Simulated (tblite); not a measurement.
Record of a relaxation.

Compound: C4H9FN2Si2.
Numbering: `[CH3:1][SiH2:2][c:3]1[c:4]([F:5])[cH:6][n:7][n:8]1[SiH3:9]` (hydrogens: H10, H11, H12 on C1; H13, H14 on Si2; H15 on C6; H16, H17, H18 on Si9)

Computed with GFN2-xTB (tblite), gas phase: L-BFGS steps from a force-field or distance-geometry start until the largest atomic force falls under 0.01 eV/Å. 4 of its 113 geometries are shown.

Step 0: E = -739.7680 eV, largest atomic force 2.230 eV/Å
```
atom  x, y, z in Å  |  force x, y, z in eV/Å
C1     -2.453   -0.368   -0.553   -0.539   0.284  -0.208
Si2    -1.247   -0.605    0.827    0.249  -0.369   1.651
C3      0.471   -0.528    0.152   -1.467  -0.205   0.603
C4      1.198   -1.613   -0.258   -0.034  -0.937   0.071
F5      0.854   -2.925   -0.215   -0.167   0.519   0.071
C6      2.410   -1.139   -0.706    0.570   1.607  -0.114
N7      2.366    0.203   -0.570    2.015  -0.418  -0.860
N8      1.207    0.584   -0.052    0.096  -0.824  -0.183
Si9     0.777    2.277    0.269    0.088   0.392   0.197
H10    -2.930   -1.336   -0.746   -0.135   0.617  -0.254
H11    -3.185    0.390   -0.191    0.341  -0.681  -0.894
H12    -1.878   -0.038   -1.429   -0.787   0.021   0.102
H13    -1.425   -1.909    1.510    0.061   0.253  -0.125
H14    -1.371    0.477    1.825   -0.005  -0.112  -0.015
H15     3.256   -1.714   -1.098   -0.500   0.761   0.249
H16     1.954    3.158    0.164   -0.120  -0.432  -0.194
H17    -0.330    2.732   -0.605    0.281  -0.302   0.033
H18     0.316    2.361    1.665    0.051  -0.173  -0.130
```

Step 37: E = -740.2167 eV, largest atomic force 0.043 eV/Å
```
atom  x, y, z in Å  |  force x, y, z in eV/Å
C1     -2.514   -0.367   -0.543   -0.006   0.009  -0.013
Si2    -1.303   -0.645    0.899    0.018   0.013  -0.019
C3      0.443   -0.566    0.216    0.003   0.001   0.016
C4      1.245   -1.598   -0.227   -0.005   0.007   0.003
F5      0.937   -2.905   -0.210    0.001   0.019  -0.010
C6      2.437   -1.025   -0.688   -0.001   0.003   0.002
N7      2.373    0.279   -0.535    0.002  -0.003  -0.014
N8      1.179    0.562    0.008    0.001  -0.015  -0.008
Si9     0.838    2.269    0.278   -0.003  -0.042  -0.006
H10    -2.995   -1.293   -0.845    0.010  -0.008   0.016
H11    -3.297    0.332   -0.270   -0.013  -0.012   0.005
H12    -2.006    0.031   -1.418    0.000   0.026  -0.001
H13    -1.493   -1.957    1.522    0.008  -0.001  -0.009
H14    -1.425    0.419    1.904   -0.017   0.000   0.016
H15     3.299   -1.497   -1.116    0.002  -0.005   0.026
H16     2.103    2.909   -0.037   -0.003   0.007  -0.006
H17    -0.256    2.640   -0.622   -0.011   0.003  -0.003
H18     0.426    2.418    1.673    0.014   0.000   0.006
```

Step 75: E = -740.2458 eV, largest atomic force 0.047 eV/Å
```
atom  x, y, z in Å  |  force x, y, z in eV/Å
C1     -2.584   -0.284   -0.549   -0.001   0.009  -0.007
Si2    -1.310   -0.631    0.819   -0.009  -0.010   0.009
C3      0.446   -0.581    0.161   -0.013   0.011  -0.016
C4      1.279   -1.631   -0.170    0.010   0.028   0.036
F5      0.971   -2.937   -0.108    0.008   0.033  -0.032
C6      2.504   -1.075   -0.563    0.000   0.001   0.011
N7      2.428    0.234   -0.477   -0.011   0.003  -0.024
N8      1.194    0.538   -0.047    0.004   0.004   0.011
Si9     0.849    2.242    0.220    0.002   0.006   0.000
H10    -2.693   -1.131   -1.222    0.032   0.017   0.010
H11    -3.560   -0.091   -0.109    0.028  -0.010  -0.025
H12    -2.317    0.582   -1.150    0.002  -0.022   0.027
H13    -1.508   -1.970    1.376   -0.023   0.001   0.019
H14    -1.407    0.400    1.865    0.005  -0.017   0.000
H15     3.402   -1.558   -0.890   -0.019  -0.028  -0.001
H16     1.963    2.933   -0.408    0.009  -0.025  -0.011
H17    -0.440    2.500   -0.425   -0.009   0.015   0.017
H18     0.774    2.470    1.665   -0.015  -0.017  -0.022
```

Step 112: E = -740.2546 eV, largest atomic force 0.008 eV/Å
```
atom  x, y, z in Å  |  force x, y, z in eV/Å
C1     -2.522   -0.279   -0.558   -0.003  -0.001  -0.002
Si2    -1.319   -0.631    0.869   -0.001   0.004   0.000
C3      0.434   -0.580    0.205   -0.001   0.001   0.001
C4      1.254   -1.632   -0.146    0.000   0.000   0.003
F5      0.945   -2.937   -0.074    0.003   0.000   0.001
C6      2.464   -1.082   -0.590    0.001   0.001   0.000
N7      2.391    0.228   -0.517    0.000   0.000  -0.001
N8      1.173    0.536   -0.043    0.002  -0.001   0.003
Si9     0.841    2.245    0.209    0.000  -0.002  -0.006
H10    -2.459   -1.048   -1.323   -0.003   0.002   0.002
H11    -3.547   -0.251   -0.202    0.000  -0.004  -0.006
H12    -2.310    0.675   -1.033   -0.005  -0.005   0.003
H13    -1.544   -1.965    1.429    0.001   0.001  -0.005
H14    -1.435    0.397    1.914    0.003   0.005   0.003
H15     3.345   -1.576   -0.945    0.001  -0.002  -0.002
H16     1.946    2.906   -0.465    0.001  -0.001  -0.002
H17    -0.466    2.513   -0.394    0.005   0.005   0.003
H18     0.801    2.486    1.652   -0.003  -0.003   0.005
```

Problem. Summarise the path.

Solution. The energy falls by 46.95 kJ/mol from step 0 to step 112; nine tenths of that is first reached at step 19. It falls at every step. The largest force goes from 2.230 to 0.008 eV/Å. Among the bonds C1–Si2 changes most, from 1.848 to 1.899 Å; the atoms move by 0.412 Å rms after alignment.

Problem. Follow the three bonds and two angles with the largest change from start to end.

Solution. 
| step | E above end (kJ/mol) | largest force (eV/Å) | C1–Si2 (Å) | C6–N7 (Å) | C1–H11 (Å) | N8–Si9–H16 (°) | N7–N8–Si9 (°) |
| --- | --- | --- | --- | --- | --- | --- | --- |
| 0 | 46.95 | 2.230 | 1.848 | 1.350 | 1.114 | 111.3 | 123.8 |
| 5 | 13.43 | 0.405 | 1.887 | 1.316 | 1.083 | 110.1 | 122.3 |
| 10 | 7.07 | 0.249 | 1.917 | 1.316 | 1.087 | 106.8 | 120.7 |
| 15 | 5.50 | 0.124 | 1.901 | 1.315 | 1.085 | 105.7 | 119.3 |
| 19 | 4.65 | 0.115 | 1.906 | 1.315 | 1.086 | 103.9 | 117.9 |
| 24 | 4.07 | 0.093 | 1.903 | 1.314 | 1.085 | 103.4 | 117.0 |
| 29 | 3.86 | 0.045 | 1.903 | 1.314 | 1.086 | 103.0 | 116.4 |
| 34 | 3.72 | 0.038 | 1.905 | 1.314 | 1.086 | 103.2 | 116.1 |
| 39 | 3.61 | 0.056 | 1.902 | 1.314 | 1.085 | 103.0 | 116.0 |
| 44 | 3.34 | 0.060 | 1.906 | 1.313 | 1.087 | 103.0 | 115.8 |
| 49 | 3.02 | 0.061 | 1.900 | 1.314 | 1.085 | 103.1 | 115.8 |
| 54 | 2.78 | 0.075 | 1.903 | 1.314 | 1.085 | 103.2 | 115.9 |
| 58 | 2.44 | 0.100 | 1.899 | 1.315 | 1.087 | 103.0 | 116.0 |
| 63 | 1.89 | 0.081 | 1.904 | 1.314 | 1.085 | 102.8 | 116.9 |
| 68 | 1.45 | 0.091 | 1.901 | 1.314 | 1.088 | 103.1 | 116.8 |
| 73 | 0.96 | 0.095 | 1.900 | 1.314 | 1.084 | 104.3 | 116.6 |
| 78 | 0.67 | 0.049 | 1.900 | 1.314 | 1.087 | 103.8 | 116.5 |
| 83 | 0.53 | 0.049 | 1.900 | 1.314 | 1.086 | 103.8 | 116.5 |
| 88 | 0.37 | 0.028 | 1.898 | 1.314 | 1.086 | 103.0 | 116.4 |
| 93 | 0.25 | 0.045 | 1.899 | 1.314 | 1.086 | 103.0 | 116.6 |
| 97 | 0.13 | 0.033 | 1.898 | 1.314 | 1.086 | 103.3 | 116.3 |
| 102 | 0.06 | 0.024 | 1.899 | 1.314 | 1.086 | 103.2 | 116.3 |
| 107 | 0.02 | 0.019 | 1.899 | 1.314 | 1.086 | 103.4 | 116.4 |
| 112 | 0.00 | 0.008 | 1.899 | 1.314 | 1.086 | 103.4 | 116.4 |

The cost below is that of the whole relaxation. On Arm Neoverse V1, one thread, no GPU, on a shared host, this took 1.0 s.
